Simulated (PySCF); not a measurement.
Some computed properties have been withheld. Give your best values.

Species: iso-butyl(methyl)(phenyl)phosphan, C11H17P.
SMILES with atom numbers: `[CH3:1][CH:2]([CH3:3])[CH2:4][P:5]([CH3:6])[c:7]1[cH:8][cH:9][cH:10][cH:11][cH:12]1` (hydrogens: H13, H14, H15 on C1; H16 on C2; H17, H18, H19 on C3; H20, H21 on C4; H22, H23, H24 on C6; H25 on C8; H26 on C9; H27 on C10; H28 on C11; H29 on C12)

Conformer (atom-mapped SMILES and torsion angles): `[CH3:1][CH:2]([CH3:3])[CH2:4][P:5]([CH3:6])[c:7]1[cH:8][cH:9][cH:10][cH:11][cH:12]1`: C1–C2–C4–P5 173°, C2–C4–P5–C6 -169°, C4–P5–C7–C8 -54°.

| property | level | value |
| --- | --- | --- |
| point group | PBE0-D3(BJ)/def2-SVP | ? |
| rotational constants A, B, C | PBE0-D3(BJ)/def2-SVP | 1.078, 0.544, 0.469 GHz |
| dipole moment | CAM-B3LYP/def2-SVPD | 1.27 D |
| HOMO energy | CAM-B3LYP/def2-SVPD | -7.73 eV |
| LUMO energy | CAM-B3LYP/def2-SVPD | 0.41 eV |
| lowest singlet excitation | TDDFT CAM-B3LYP/def2-SVPD | ? |
| strongest line among the 10 lowest singlet transitions | TDDFT CAM-B3LYP/def2-SVPD | S8 at 6.90 eV (180 nm, f = 0.552) |
| lowest triplet excitation (Tamm–Dancoff) | TDA CAM-B3LYP/def2-SVPD | 4.02 eV |
| static isotropic polarisability | CAM-B3LYP/def2-SVPD | 154.9 au |
| electronic spatial extent ⟨r²⟩ about the centre of nuclear charge | CAM-B3LYP/def2-SVPD | ? |
| 13C chemical shifts (computed TMS as zero) by class | GIAO PBE0/pcSseg-1 | ? |
| 1H chemical shifts (computed TMS as zero) by class | GIAO PBE0/pcSseg-1 | 7.79 (H25/H29), 7.48 (H27), 7.48 (H26/H28), 1.25 (H20/H21), 1.20 (H22/H23/H24), 0.90 (H13/H14/H15/H17/H18/H19), 0.71 (H16) ppm |
| isotropic shieldings of nuclei other than C and H, by class | GIAO PBE0/pcSseg-1 | 376 (P5) ppm |

Gas-phase values; electronic properties from PySCF, density fitting. One conformer (not necessarily the lowest) at the PBE0-D3(BJ)/def2-SVP geometry, without solvent or vibrations. NMR classes are plain means over equivalent atoms (diastereotopic ones count apart unless rotation or inversion swaps them), as if these changed places fast; in this geometry the members of some classes differ.

What is the lowest singlet excitation?

5.16 eV (240 nm, f = 0.014).

The 13C chemical shifts (computed TMS as zero) by class?

146.1 (C7), 139.7 (C8/C12), 135.4 (C10), 133.7 (C9/C11), 45.8 (C4), 26.5 (C2), 25.1 (C1/C3), 16.0 (C6) ppm.

What is the electronic spatial extent ⟨r²⟩ about the centre of nuclear charge?

2752 bohr².

Give the point group.

C1.

The vertical singlet–triplet gap S1 − T1 is 1.14 eV (TDDFT singlet less Tamm–Dancoff triplet; S1: HOMO→LUMO, weight 0.94; T1: HOMO−1→LUMO, weight 0.54, beside HOMO−2→LUMO+1, weight 0.30). With B = h/(8π²I), that is 505.379 GHz u Å² over I, the principal moments of inertia are 468.7, 928.6 and 1077.2 u Å² (most abundant isotopes). No computed singlet falls in the visible range (750 to 380 nm, 1.65 to 3.26 eV); S1 lies 1.90 eV above its blue end. In wavenumbers S1 is 41600 cm⁻¹ (1 eV = 8065.54 cm⁻¹). The largest Löwdin shares of the HOMO are 0.57 on P5, 0.10 on C4, 0.09 on C6 and 0.08 on C7.
